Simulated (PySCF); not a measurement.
**Ho: excitation energy**

Ho [Xe] 4f11 6s2 (high-spin determinant) → Ho [Xe] 4f10 5d1 6s2 (high-spin determinant), as a difference of total energies. Computed with PySCF 2.14 in cc-pVDZ-X2C (8s7p5d3f1g, 84 functions), with scalar relativity by spin-free X2C-1e. Correlated levels: valence: [Kr] 4d10 frozen; valence and next inner shell: [Ar] 3d10 frozen. The calculations carry no spin-orbit coupling.

```json
{"method": "UHF", "excitation energy (eV)": "-1.983"}
{"method": "LDA", "excitation energy (eV)": "2.374"}
{"method": "PBE", "excitation energy (eV)": "2.079"}
{"method": "PBE0", "excitation energy (eV)": "1.141"}
{"method": "r2SCAN", "excitation energy (eV)": "1.185"}
{"method": "TPSSh", "excitation energy (eV)": "1.333"}
{"method": "MN15", "excitation energy (eV)": "2.361"}
{"method": "r2SCANh", "excitation energy (eV)": "0.917"}
{"method": "MP2 (valence)", "excitation energy (eV)": "1.476"}
{"method": "SCS-MP2 (valence)", "excitation energy (eV)": "1.199"}
{"method": "MP2 (valence and next inner shell)", "excitation energy (eV)": "1.825"}
{"method": "SCS-MP2 (valence and next inner shell)", "excitation energy (eV)": "1.443"}
```

Task: How much does correlation contribute at MP2 (valence and next inner shell)?

Result: 1.825 − (-1.983) = 3.808 eV, measured against UHF.

A first-order spin-orbit estimate (lowest level to lowest level, LS coupling) adds 0.079 eV.

The determinant of the upper state and of the lower state mixes LS terms, which raises its energy above the lowest term, most at the Hartree-Fock and MP2 levels.
